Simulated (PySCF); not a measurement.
thiourea (CH4N2S), singlet, at a GFN2-xTB geometry. Base run: B3LYP/def2-SV(P) run with PySCF.

The PySCF input:
```python
from pyscf import gto, scf, dft

mol = gto.M(
    atom='''
N     0.840639   -1.218680   -0.435214
C    -0.073408   -0.307839   -0.026714
N    -1.313796   -0.765520    0.263029
S     0.307158    1.288079    0.111777
H     0.675146   -2.205044   -0.319917
H     1.794862   -0.906658   -0.493762
H    -1.603464   -1.687889   -0.017904
H    -2.028531   -0.073239    0.408728
''',
    basis='def2-sv(p)',
    charge=0,
    spin=0,
    verbose=5,
)

mf = dft.RKS(mol)
mf.xc = 'b3lyp'
mf.kernel()
mf.analyze()
```

The base run was repeated with changes; each row names its change, and settings that it needs were set with it.

```
change                                                                                                                  ΔE vs base (mEh)  fitting functions  dipole (D)
----------------------------------------------------------------------------------------------------------------------  ----------------  -----------------  ----------
base                                                                                                                               0.000                  -        5.06
auxbasis = def2-svp-ri                                                                                                            -460.9                262        5.07
exchange = seminumerical (SGX) (with mf = sgx.sgx_fit(mf, auxbasis='def2-universal-jfit'); with mf.with_df.dfj = True)            -0.297                242        5.06
auxbasis = def2-universal-jkfit                                                                                                   -0.028                429        5.06
only_dfj = on; auxbasis = def2-universal-jfit                                                                                     -0.302                242        5.06
auxbasis = def2-universal-jfit                                                                                                     459.5                242        5.05
auxbasis = even-tempered beta=2.0                                                                                                 -0.095                556        5.06
auxbasis = default (with mf = mf.density_fit())                                                                                   -0.028                429        5.06
auxbasis = even-tempered beta=1.6                                                                                                 -0.027                812        5.06
auxbasis = def2-tzvp-ri                                                                                                          -12.219                401        5.06
```

A fitting set is made for a task (jfit for Coulomb, jkfit for Coulomb and exchange, ri for correlation) and for a family of orbital bases.
